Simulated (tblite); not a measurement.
Level: GFN2-xTB in tblite, geometry and Hessian alike; calculated harmonic values, unscaled, isolated species. Errors from tens to a few hundred cm⁻¹ against measured bands are possible. Modes of hydrogen on silicon and sulfur can be 10 to 20 % off. One conformer each. Open shells enter through the occupations alone, without spin polarisation, and single modes of such species can be off by tens of per cent. Thermal functions are those of the rigid rotor and harmonic oscillator, without mixing of conformers.

Question: Order these by their ideal-gas entropy at 298.15 K and 1 bar, highest first (cal/(mol K)).
A. `C=CC[C@@H]1C=C[C@@H](Cl)[C@H]1[SiH3]`
B. `S[C]=C` [radical]
C. `C=C1C=C(COC)C(F)=C1F`
D. `c12cc(F)cc(c1OC[C@@H](O2)F)F`
E. `ClC/C=C1\C[SiH2]1`
F. `C#C[C@@H](CC)[Si@@H](Cl)C(=C)C`
G. `C[P@]1(=S)CC=C([SiH3])C1`

Answer: F (120.2), A (108.6), C (104.6), G (103.5), D (99.7), E (88.7), B (66.3).

| SMILES | atoms | mass (u) | symmetry number | modes under 300 cm⁻¹ | ZPE (kcal/mol) | S translation (cal/(mol K)) | S rotation | S vibration | S spin | S | Cp |
| --- | --- | --- | --- | --- | --- | --- | --- | --- | --- | --- | --- |
| C#C[C@@H](CC)[Si@@H](Cl)C(=C)C | 23 | 172.05 | 1 | 12 | 113.7 | 41.4 | 30.9 | 47.9 | 0.0 | 120.2 | 51.2 |
| C=CC[C@@H]1C=C[C@@H](Cl)[C@H]1[SiH3] | 23 | 172.05 | 1 | 8 | 112.5 | 41.4 | 30.7 | 36.5 | 0.0 | 108.6 | 46.3 |
| C=C1C=C(COC)C(F)=C1F | 19 | 158.05 | 1 | 9 | 86.6 | 41.1 | 30.6 | 32.9 | 0.0 | 104.6 | 41.9 |
| C[P@]1(=S)CC=C([SiH3])C1 | 19 | 162.01 | 1 | 9 | 87.2 | 41.2 | 30.1 | 32.2 | 0.0 | 103.5 | 43.0 |
| Fc1cc(F)c2c(c1)O[C@@H](F)CO2 | 18 | 190.02 | 1 | 7 | 73.0 | 41.7 | 31.1 | 27.0 | 0.0 | 99.7 | 41.7 |
| ClC/C=C1\C[SiH2]1 | 13 | 118.00 | 1 | 4 | 57.3 | 40.2 | 28.5 | 20.0 | 0.0 | 88.7 | 29.9 |
| C=[C]S | 6 | 59.00 | 1 | 2 | 22.7 | 38.2 | 22.3 | 4.4 | 1.4 | 66.3 | 15.0 |

Entropies and Cp are for 298.15 K and 1 bar.
